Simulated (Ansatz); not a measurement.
The same path of BClH₅NSi (9 atoms, charge 0, multiplicity 1) was run twice with different band settings. The coordinate that changes most is the dihedral H5–Si1–N2–B3.

The calculation used Ansatz 0.2.0, RKS B3LYP/def2-SVP.

Relaxed end points:

```xyz
9
Properties=species:S:1:pos:R:3
Si 0.060 1.342 0.152
N -0.449 -0.351 0.173
B 0.254 -1.456 -0.322
Cl -0.443 -3.092 -0.202
H -0.911 2.163 -0.628
H 0.108 1.880 1.542
H 1.405 1.402 -0.473
H -1.358 -0.551 0.590
H 1.335 -1.338 -0.834
```

```xyz
9
Properties=species:S:1:pos:R:3
Si 0.143 1.328 0.204
N -0.035 -0.416 0.426
B -0.157 -1.391 -0.572
Cl -0.330 -3.109 -0.134
H 0.158 1.599 -1.256
H -0.989 2.050 0.853
H 1.411 1.799 0.831
H -0.053 -0.758 1.387
H -0.148 -1.103 -1.739
```

Common settings: movable images 5; spring 5.0 eV/Å²; start path through a guess of the saddle point; force threshold 0.03 eV/Å; iteration limit 60; end points relaxed.

| run | climbing image | optimiser |
| --- | --- | --- |
| 1 | yes | quadratic models (default) |
| 2 | from the first iteration | fire |

(1) What does each run give, and how far can it be trusted?

Results:

(1) Run 1: converged after 8 iterations, highest image 0.021 eV above the first end. A vibrational analysis at the climbing image gives one clearly imaginary mode, 79i cm⁻¹: a first-order saddle point.
Run 2: converged after 42 iterations, highest image 0.021 eV above the first end. Another band between the same ends (5 images) ends at a top of the same energy, where a vibrational analysis finds 1 clearly imaginary mode.
